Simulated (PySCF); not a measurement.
## Correlation energy of Pb⁺ (lead, charge +1)

[Xe] 4f14 5d10 6s1 6p2, high-spin 4P determinant (an excited configuration). All numbers are calculated (PySCF 2.14, the spin-free X2C one-electron Hamiltonian (Gaussian nucleus), in x2c-TZVPPall (11s7p6d3f, 83 functions)). Frozen: [Kr] 4d10 4f14; 21 electrons correlated.

MP2 pair energies summed by pair of shells (mhartree):

```
 pair   energy  share (%)
5d-5d  -215.66       52.2
5p-5d   -67.97       16.5
5d-6p   -40.60        9.8
5d-6s   -29.49        7.1
5p-5p   -19.04        4.6
5s-5d   -14.74        3.6
5s-5p    -8.56        2.1
5p-6s    -4.19        1.0
5p-6p    -3.79        0.9
6p-6p    -3.28        0.8
6s-6p    -2.88        0.7
5s-5s    -1.85        0.4
5s-6s    -0.41        0.1
5s-6p    -0.34        0.1
```

Total MP2 correlation energy: -412.80 mhartree.

Same-spin part -154.79 and opposite-spin part -258.01 mhartree; SCS-MP2 scales them by 1/3 and 6/5 to -361.21 mhartree.

This basis was not built for core-valence correlation, so the inner-shell part is incomplete.

Spin-orbit coupling is strong in this species, so the high-spin LS determinant is a model state.
